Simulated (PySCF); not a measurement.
Precursor series Zn OH-NH2. Isolated molecules, 0 K electronic values unless said otherwise. One relaxed conformer stands for each flexible species; it need not be the lowest.

The HOMO–LUMO gap from two functionals at the same geometries (PBE-D3(BJ)/def2-SVP), both in PySCF: PBE-D3(BJ)/def2-TZVP and B3LYP-D3(BJ)/def2-TZVP. B3LYP has the VWN-RPA correlation part, as in Gaussian. 

```
species                                    PBE-D3(BJ)/def2-TZVP (eV)
-----------------------------------------  -------------------------
0 of 2 OH replaced by NH2 ([Zn(OH)2])                           4.71
1 of 2 OH replaced by NH2 ([Zn(OH)(NH2)])                       4.24
2 of 2 OH replaced by NH2 ([Zn(NH2)2])                          4.31
```

Question: What does B3LYP-D3(BJ)/def2-TZVP give for each?

Answer: 
- 0 of 2 OH replaced by NH2 ([Zn(OH)2]): 6.64
- 1 of 2 OH replaced by NH2 ([Zn(OH)(NH2)]): 5.85
- 2 of 2 OH replaced by NH2 ([Zn(NH2)2]): 5.87
Over these rows, drawn at random from the members with no instability flagged (it was tested for open shells, ions and some series alone), PBE minus B3LYP-D3(BJ): mean -1.70 eV, from -1.92 eV to -1.56 eV.
